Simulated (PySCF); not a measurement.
In(Me)(SeH)2, SMILES [CH3][In]([SeH])[SeH] (CH₅InSe₂), singlet at its PBE0/def2-SVP optimised geometry (Å):

```
9

In     0.2268    -0.2012     0.0000
C      1.3543    -2.0368    -0.0168
H      0.8609    -2.7846     0.6193
H      2.3752    -1.8573     0.3466
H      1.4000    -2.4189    -1.0471
Se     1.3656     2.0567     0.0037
H      0.0873     2.7846    -0.0037
Se    -2.3024    -0.2012     0.0000
H     -2.3752     1.2679     0.0000
```

Method: PBE0/def2-TZVP, def2 effective core potentials past Kr (PySCF 2.14.0). The core electrons that the potentials of In replace are not part of the density.

Map of the Laplacian of the electron density (e/bohr⁵) on the plane z = 1.5 Å:

```
|                             |
|                             |
|                             |
|                             |
|                ....         |
|              ..::::..       |
|             .:-==+=-.       |
|             .:-+##*=:.      |
|             .:=*%%#+-.      |
|             .:-+#%#+:.      |
|      .....  .:-=**+=:.      |
|     .:--:....:-===-:.       |
|    .:-==-::::-----:.        |
|    .-+**+=---++=-:.         |
|    :=*%%*=--+##+-:.         |
|   .:=*%%*+--+##+-:.         |
|    .-+##+=---++=-:..        |
|    .:-===-:::-----::.       |
|     .::::....:-====-:.      |
|       ..    .:-+**+=-.      |
|              :=*%#*=-.      |
|              :+%@#+-:.      |
|              .=%@*-:.       |
|              .:=+-:.        |
|               ..:..         |
|                             |
|                             |
|                             |
|                             |
```
Scale: ten equal steps from 0.000 (start of ' ') to 0.031 (end of '@'), in the order ' .:-=+*#%@'; x runs from -5.00 to 5.00, y from -5.00 (bottom) to 5.00 (top).
